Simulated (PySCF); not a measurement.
HAlF₂S, singlet, at a GFN2-xTB geometry (such geometries of metal compounds can be far from the true shape). Base run: PBE0/6-31G (PySCF).

The PySCF input:
```python
from pyscf import gto, scf, dft, solvent

mol = gto.Mole()
mol.atom = '''
    Al   -0.325921    0.268922   -0.159551
    F    -1.821910   -0.093130   -0.731700
    F     0.111525    1.857530   -0.141037
    S     1.102871   -1.196355    0.568634
    H     1.984510   -0.233909    0.830653
'''
mol.basis = '6-31g'
mol.charge = 0
mol.spin = 0
mol.verbose = 4
mol.build()

mf = dft.RKS(mol)
mf.xc = 'pbe0'
mf.kernel()
```

Variants of this job, named by their change:

```
change                                                   ΔE vs base (kJ/mol)  dipole (D)  HOMO-LUMO gap (eV)
-------------------------------------------------------  -------------------  ----------  ------------------
base                                                                    0.00        1.48                7.01
model = C-PCM; solvent = methanol                                      -51.4        1.67                7.13
model = ddCOSMO; solvent = methanol                                    -33.5        1.64                7.06
model = SS(V)PE; solvent = methanol                                    -50.0        1.66                7.13
model = IEF-PCM; solvent = dichloromethane                             -43.9        1.64                7.10
model = COSMO; solvent = methanol                                      -50.6        1.66                7.13
model = IEF-PCM; solvent = methanol; vdw_scale = 1.1                   -76.0        1.68                7.20
model = IEF-PCM; solvent = methanol; lebedev_order = 11                -49.6        1.66                7.12
model = IEF-PCM; solvent = n-hexane                                   -18.41        1.55                7.04
model = IEF-PCM; solvent = methanol                                    -50.6        1.67                7.13
model = IEF-PCM; solvent = water                                       -52.1        1.67                7.13
model = IEF-PCM; solvent = methanol; r_probe = 0.5                    -17.60        1.59                7.04
```

The base is the gas phase, so ΔE is the electrostatic part of solvation at a fixed geometry, without cavity and dispersion terms.
